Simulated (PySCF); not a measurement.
C2H4N2OSi, SMILES N#C/N=C/O[SiH3]. Heavy atoms are numbered as in [N:1]#[C:2]/[N:3]=[CH:4]/[O:5][SiH3:6]. Hydrogens are named by the atom that carries them.

The structure is a stationary point at PBE-D3(BJ)/def2-SVP. The structure was generated by enumeration; whether it is a known compound was not checked. The values are those of a single conformer.

The numbers are results of PBE/pcSseg-1 in PySCF, not measurements.

GIAO shieldings, no solvent; atoms alike by connectivity are averaged. δ = σ(ref) − σ: ¹⁵N against NH3 (σ = 267.0 ppm); ¹³C against TMS (σ = 182.0 ppm); ¹⁷O against H2O (σ = 334.3 ppm); ²⁹Si against TMS (σ = 335.4 ppm); ¹H against TMS (σ = 31.49 ppm), references at their B3LYP-D3(BJ)/def2-TZVP geometries, non-relativistic.

```
nucleus       atoms  count  δ (ppm)
-------  ----------  -----  -------
¹⁵N              N1      1    294.7
¹⁵N              N3      1    246.9
¹³C         C4 (CH)      1    174.6
¹³C              C2      1    117.7
¹⁷O              O5      1    202.3
²⁹Si     Si6 (SiH3)      1    -24.6
¹H          H on C4      1     8.57
¹H         H on Si6      3     5.51
```
